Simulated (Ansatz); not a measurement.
`C[SiH2][SiH2]F` + `B[SiH2]Cl` → `B[SiH2]C` + `F[SiH2][SiH2]Cl`  (redistribution)

Program: Ansatz. Geometries: PBE0-D4/def2-TZVP. ΔE: electronic, gas phase. CBS: MP2 limit from def2 TZ/QZ plus the TZ coupled-cluster correction, frozen cores. This one scheme is used for every species. DFT in def2-TZVPP. B3LYP here is the variant with VWN-RPA as its local correlation; programs differ in this. Each species was taken in one conformer, which may not be the lowest.

| level | ΔE (eV) |
| --- | --- |
| PBE0-D4 | 0.07 |
| B3LYP-D4 | 0.06 |
| ωB97M-V | 0.07 |
| MP2/def2-TZVPP | 0.07 |
| CCSD/def2-TZVPP | 0.07 |
| CCSD(T)/def2-TZVPP | 0.07 |
| HF/CBS(def2) | 0.06 |
| CCSD/CBS(def2) | 0.06 |

Problem. What does CCSD(T)/CBS give? (Estimate.)

Solution. Computed: +0.06 eV. The listed levels differ from it by 0.01, 0.00, 0.01, 0.01, 0.01, 0.01, 0.00, 0.00 eV.

Largest T1 diagnostic among the species: 0.012.
